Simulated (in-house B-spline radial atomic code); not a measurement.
A fraction x of an electron is removed from 4p in Kr IV (Kr3+), starting from [Ar] 3d10 4s2 4p3 and keeping the highest spin. Method: scalar-relativistic (X2C) SCAN, spin-polarised, spherical fractional occupations, Fermi nucleus of rms radius 4.1884 fm. Calculated with a B-spline radial code for spherical atoms.

| x | E(x) - E(0) (eV) | 4p up level (eV) |
| --- | --- | --- |
| 0 | 0.0000 | -45.440 |
| 0.11 | 5.0739 | -46.813 |
| 0.21 | 9.8177 | -48.066 |
| 0.29 | 13.7032 | -49.071 |
| 0.4 | 19.1773 | -50.460 |
| 0.5 | 24.2866 | -51.726 |
| 0.74 | 37.0678 | -54.788 |
| 0.84 | 42.6107 | -56.071 |
| 0.88 | 44.8638 | -56.585 |
| 1 | 51.7466 | -58.130 |

The exact functional would give a straight line between the two integer points. Deviations E(x) - E(0) - x[E(1) - E(0)], in eV: -0.618 at x = 0.11, -1.049 at x = 0.21, -1.303 at x = 0.29, -1.521 at x = 0.4, -1.587 at x = 0.5, -1.225 at x = 0.74, -0.856 at x = 0.84, -0.673 at x = 0.88.

The curve lies below the straight line by up to 1.587 eV (at x = 0.5): convex, the delocalisation error that favours fractional charges.

(1) How well does Slater's transition state (minus the level at half occupation) give the ionisation energy?

Results:

(1) It gives 51.726 eV against 51.747 eV from the two total energies; NIST lists 50.85 eV, ground level to ground level.
